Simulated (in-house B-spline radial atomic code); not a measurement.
## Correlation energy from the adiabatic connection: −Z/r, Z = 1, wall at 4 bohr

Two electrons in a singlet, external potential −Z/r, Z = 1, wall at 4 bohr (atomic units). Full CI in B-splines (partial waves to l = 8, correlation up to 0.6 % small) with the density held fixed gives W(λ) = <V_ee>_λ − U, and E_c is the integral of W(λ) − W(0) from 0 to 1.

```json
{"λ": "0", "W(λ) − W(0) (hartree)": "0.00000"}
{"λ": "0.02", "W(λ) − W(0) (hartree)": "-0.00187"}
{"λ": "0.05", "W(λ) − W(0) (hartree)": "-0.00461"}
{"λ": "0.12", "W(λ) − W(0) (hartree)": "-0.01076"}
{"λ": "0.25", "W(λ) − W(0) (hartree)": "-0.02129"}
{"λ": "0.4", "W(λ) − W(0) (hartree)": "-0.03220"}
{"λ": "0.6", "W(λ) − W(0) (hartree)": "-0.04500"}
{"λ": "0.8", "W(λ) − W(0) (hartree)": "-0.05614"}
{"λ": "1", "W(λ) − W(0) (hartree)": "-0.06594"}
```

Problem. Integrate the table by the trapezoid rule.

Solution. The strips give -0.00002, -0.00010, -0.00054, -0.00208, -0.00401, -0.00772, -0.01011, -0.01221, which sum to -0.03679 hartree. The direct value, W(1) − W(0) + T_c with T_c = 0.02905, is -0.03690; the curve is convex, so chords lie above it and the trapezoids fall short in size by 0.28 %.

Problem. Now use only three numbers: W(0) = -0.57484, the initial slope W'(0) = -0.09415 (extrapolated from the first points) and the strong-coupling limit of the point-charge-plus-continuum model, W∞ = -0.70922. What do second-order theory and the interpolation W(λ) = W∞ + (W(0) − W∞)/√(1 + 2χλ) of Seidl, Perdew and Levy give?

Solution. Second order keeps the slope alone: E_c = W'(0)/2 = -0.04707, +28 % in size against -0.03690. Matching the slope fixes χ = W'(0)/(W∞ − W(0)) = -0.09415/(-0.13438) = 0.70063. Integrating, with s = √(1 + 2χ) = 1.549597, E_c = −(W(0) − W∞)(s − 1)/(s + 1) = −0.13438 × 0.549597/2.549597 = -0.02897 hartree, -21.5 % in size against the full result. At λ = 1 the formula gives W − W(0) = -0.04766 against -0.06594. Part of the miss can come from the model's W∞, which here lies above the computed W at λ = 10, -0.75417.
